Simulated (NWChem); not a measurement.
Species: C₂H₄BrCl; SMILES C[C@@H](Cl)Br

```xyz
8

C     -1.7877    -0.8184    -0.1697
C     -0.4311    -0.5683     0.4354
Cl     0.7333    -1.8141    -0.0668
Br     0.2194     1.2113    -0.0296
H     -1.7323    -0.7910    -1.2667
H     -2.1498    -1.8098     0.1419
H     -2.5003    -0.0534     0.1707
H     -0.4491    -0.5801     1.5312
```
Atoms are numbered in this order, from 1.

Coordinates come from a PBE0/def2-SVP optimisation.

Q: List the 4 lowest vertical singlet excitations from B3LYP/aug-cc-pVDZ, TDA (NWChem).

A: 
```json
[
 {"state": "S1", "energy (eV)": "5.79", "oscillator strength": "0.005", "leading excitation (squared amplitude)": "HOMO → LUMO (0.51)"},
 {"state": "S2", "energy (eV)": "5.82", "oscillator strength": "0.008", "leading excitation (squared amplitude)": "HOMO−1 → LUMO (0.52)"},
 {"state": "S3", "energy (eV)": "6.56", "oscillator strength": "0.002", "leading excitation (squared amplitude)": "HOMO−2 → LUMO (0.91)"},
 {"state": "S4", "energy (eV)": "6.81", "oscillator strength": "0.016", "leading excitation (squared amplitude)": "HOMO → LUMO+1 (0.81)"}
]
```
